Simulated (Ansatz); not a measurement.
Consider the hydrogenolysis of the Si–F bond: `CO[Si](C)(F)[GeH3]` + H₂ → `CO[SiH](C)[GeH3]` + H–F.

Calculated with Ansatz (gas phase, PBE0-D4/def2-TZVP geometries, no zero-point term in ΔE). CBS: MP2 limit from def2 TZ/QZ plus the TZ coupled-cluster correction, frozen cores. This one scheme is used for every species. Functionals use def2-TZVPP. HSE06 is defined as in plane-wave codes. For Ge outer-core shells are correlated without core-valence functions, which leaves a few kJ/mol of doubt a bond. Scalar relativity is left out up to krypton. Each species was taken in one conformer, which may not be the lowest.

| level | ΔE (kcal/mol) | difference from CCSD(T)/CBS |
| --- | --- | --- |
| revPBE-D4 | 31.4 | -0.9 |
| PBE0-D4 | 30.9 | -1.4 |
| CAM-B3LYP-D4 | 34.1 | 1.8 |
| ωB97M-V | 33.6 | 1.3 |
| r2SCAN0 | 33.3 | 1.0 |
| HSE06 | 30.4 | -1.9 |
| LC-ωPBE | 31.9 | -0.4 |
| MP2/def2-SVP | 30.8 | -1.5 |
| SCS-MP2/def2-TZVPP | 32.7 | 0.4 |
| SCS-MP2/def2-QZVPP | 33.0 | 0.7 |
| CCSD(T)/CBS | 32.3 | 0 |

What do rigid-rotor, harmonic-oscillator terms from PBE0-D4/def2-TZVP frequencies (298.15 K, 1 bar) make of the CCSD(T)/CBS value? (An estimate is asked.)

Computed: ΔZPE = +2.9 kcal/mol, ΔH = +34.6 kcal/mol, ΔS = 21 J/(mol·K), ΔG = +33.1 kcal/mol.

Largest T1 diagnostic among the species: 0.012.

At CCSD(T), def2-SVP lies −2.8 kcal/mol from the extrapolated value and def2-TZVPP −0.3 kcal/mol. From r2SCAN to r2SCAN0 (25 % exact exchange), in def2-TZVPP and without D4, ΔE moves by −1.1 kcal/mol.
